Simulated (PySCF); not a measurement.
(2R)-2-ethyloxetane (C₅H₁₀O), SMILES CC[C@@H]1CCO1.

The structure is a stationary point at PBE-D3(BJ)/def2-SVP. Other conformers were not sampled.

The numbers are results of PBE-D3(BJ)/def2-SVP (PySCF), not measurements.

Frequencies are harmonic and unscaled.

```tsv
mode	ν (cm⁻¹)	IR (km/mol)	moving atoms (share of kinetic energy)
1	68	1.5	H 38 %, C 36 %, O 26 %
2	117	0.9	C 50 %, H 42 %, O 9 %
3	203	1.7	H 48 %, C 35 %, O 17 %
4	244	0.0	H 79 %, C 20 %
5	400	0.5	C 62 %, H 32 %
6	444	2.0	C 42 %, H 37 %, O 21 %
7	691	0.2	H 47 %, C 47 %
8	758	0.6	H 84 %, C 12 %
9	796	2.0	H 76 %, C 20 %
10	850	5.5	C 49 %, H 28 %, O 23 %
11	912	31.4	H 45 %, C 35 %, O 20 %
12	943	7.8	H 73 %, C 26 %
13	974	6.1	C 49 %, H 46 %
14	997	37.4	C 52 %, H 32 %, O 17 %
15	1029	84.6	C 61 %, O 27 %, H 12 %
16	1076	5.1	C 51 %, H 45 %
17	1089	4.6	C 55 %, H 39 %
18	1125	1.3	H 74 %, C 21 %
19	1146	4.2	H 59 %, C 41 %
20	1170	0.3	H 74 %, C 26 %
21	1203	6.2	H 65 %, C 35 %
22	1227	2.1	H 76 %, C 22 %
23	1253	2.7	H 77 %, C 22 %
24	1274	7.3	H 73 %, C 26 %
25	1316	4.1	H 69 %, C 29 %
26	1343	5.8	H 77 %, C 23 %
27	1359	8.9	H 56 %, C 43 %
28	1396	1.5	H 92 %
29	1411	6.3	H 88 %, C 11 %
30	1418	6.8	H 96 %
31	1432	7.3	H 94 %
32	1462	0.4	H 89 %, C 11 %
33	2901	70.7	H 92 %
34	2930	92.6	H 94 %
35	2958	22.8	H 95 %
36	2971	24.9	H 97 %
37	2979	40.2	H 90 %, C 10 %
38	3009	21.9	H 91 %, C 9 %
39	3010	22.6	H 94 %
40	3058	25.8	H 91 %, C 9 %
41	3072	13.9	H 91 %, C 9 %
42	3077	17.6	H 90 %, C 10 %
```
